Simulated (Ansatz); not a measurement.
Stepwise reaction of `C[SiH2]O` with hydrogen fluoride, as a gas-phase model of exchange steps in deposition or etching. ΔE in kJ/mol; ΔG adds harmonic PBE0-D4 terms to CCSD(T)/CBS, at 1 bar.

Gas-phase electronic energies from Ansatz, PBE0-D4/def2-TZVP geometries. CCSD(T)/CBS is the MP2 limit (def2-TZVPP, def2-QZVPP) plus CCSD(T) − MP2 in def2-TZVPP, frozen cores. This one scheme is used for every species. DFT in def2-TZVPP. B3LYP here is the variant with VWN-RPA as its local correlation; programs differ in this. One conformer a species, not always the lowest.

| step | reaction | PBE-D4 | B3LYP-D4 | ωB97M-V | CCSD(T)/CBS | ΔG(500 K) |
| --- | --- | --- | --- | --- | --- | --- |
| 2 | `C[SiH](O)F` + H–F → `C[Si](O)(F)F` + H₂ | -140.6 | -149.5 | -150.5 | -146.3 | -145.2 |

(1) Give the row of step 1, `C[SiH2]O` + H–F → `C[SiH](O)F` + H₂. (An estimate is asked.)

(2) By hand: ΔE of the 2 steps together at CCSD(T)/CBS.

## Answers

(1) The calculation gave: 
```csv
step,reaction,PBE-D4,B3LYP-D4,ωB97M-V,CCSD(T)/CBS,ΔG(500 K)
1,`C[SiH2]O` + H–F → `C[SiH](O)F` + H₂,-135.9,-144.4,-145.2,-141.1,-138.4
```

(2) (-141.1) + (-146.3) = -287.4 kJ/mol, or -143.7 kJ/mol a step.

In ΔE each step is lower than the one before. All are downhill at CCSD(T)/CBS. ΔG lies between -145.2 and -138.4 kJ/mol a step. PBE-D4 differs from CCSD(T)/CBS by 5.2 to 5.7 kJ/mol a step. Isolated molecules leave out the surface, adducts and barriers. Largest T1 diagnostic: 0.011.
